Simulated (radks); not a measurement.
Q: These are the eigenvalues of the occupied orbitals of an atom or ion with whole-number occupations (Ry). Calculated with a radial shooting solver on a logarithmic mesh with Libxc functionals: Dirac Kohn-Sham, PBE, spin-unpolarised, spherical densities, finite nucleus; Fermi nuclear charge, rms radius of each element as measured or else 0.836 A^(1/3) + 0.57 fm.

1s1/2: -603.1374
2s1/2: -108.5695
2p1/2: -100.2724
2p3/2: -99.13888

Which element is it, and in what charge state? The configuration may be excited. Open shells, if any, fill j = l - 1/2 first.

A: Z = 27, cobalt, charge +17: Co17+ in [Ne]. The list shows which subshells hold electrons but not how many an open one holds; the 1s level, -301.57 hartree, gives Z - s = 24.6 by -(Z - s)^2/2, which with screening and relativity narrows Z to a few neighbours, and the depths of the outer levels then fix element, charge and occupations together.
